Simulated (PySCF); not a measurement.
Two-component Hartree-Fock for Se²¹⁺ (selenium, charge +21)

Start: [Ne] 3s2 3p1; 3p1/2 filled at m_j = +1/2. Calculated with PySCF 2.14 in an even-tempered Gaussian basis (19 s from 2.5 bohr⁻², ratio 2.4; 13 p from 3.2 bohr⁻², ratio 2.4; 5 d from 12 bohr⁻², ratio 2.6; 4 f from 18 bohr⁻², ratio 2.6): generalised Hartree-Fock with the X2C-1e Hamiltonian and a Gaussian nucleus; one run each with spin-orbit coupling (SO) switched off, then screened by Boettger's factors.

```
spinor shell  electrons  ε, spin-free (eV)  ε, screened SO (eV)  weight of nominal j (screened SO)  rms radius, screened SO (bohr)
       1s1/2          2           -13646.5             -13645.6                              1.000                          0.0507
       2s1/2          2            -2566.8              -2566.3                              1.000                           0.208
       2p1/2          2            -2361.8              -2392.7                              1.000                           0.183
       2p3/2          4            -2361.8              -2346.3                              1.000                           0.187
       3s1/2          2            -940.28              -940.07                              1.000                           0.519
       3p1/2          1            -887.01              -893.37                              1.000                           0.506
```

| quantity | spin-free | screened SO |
| --- | --- | --- |
| E (hartree) | -2162.96404 | -2163.30452 |
| M_J | 1/2 | 1/2 |
| ⟨J²⟩ | 1.087 | 0.753 |
| ⟨L²⟩ | 2.007 | 2.007 |
| ⟨S²⟩ | 0.752 | 0.753 |

Each row is a mean over spinors that exchange with the open shell spreads, by up to 6.876 eV (2p1/2).

Without spin-orbit coupling the j labels of p, d and f shells carry no meaning; the spin-free column gives the mean over the occupied spinors of each nl shell, and its ⟨J²⟩ belongs to a mixture of degenerate components.
